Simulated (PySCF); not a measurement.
## How methods differ on the ionisation energy of S⁺

S⁺ [Ne] 3s2 3p3 (4S) → S²⁺ [Ne] 3s2 3p2 (3P), as a difference of total energies. Computed with PySCF 2.14 in aug-cc-pV(T+d)Z with one added diffuse shell each of s, p, d, f type (7s6p5d3f, 71 functions), with no relativity, point nucleus. Correlated levels: valence: [Ne] frozen. The calculations carry no spin-orbit coupling.

| method | ionisation energy (eV) |
| --- | --- |
| UHF | 22.721 |
| MP2 (valence) | 23.343 |
| SCS-MP2 (valence) | 23.156 |
| CCSD (valence) | 23.273 |
| CCSD(T) (valence) | 23.313 |

Problem. How much does correlation contribute at CCSD(T) (valence)?

Solution. 23.313 − (22.721) = 0.592 eV, measured against UHF.

A first-order spin-orbit estimate (lowest level to lowest level, LS coupling) adds -0.061 eV.

Errors of the correlated levels include the incompleteness of this basis and the frozen core.

For comparison: 23.338 eV (measured; NIST Atomic Spectra Database, ionization energies).
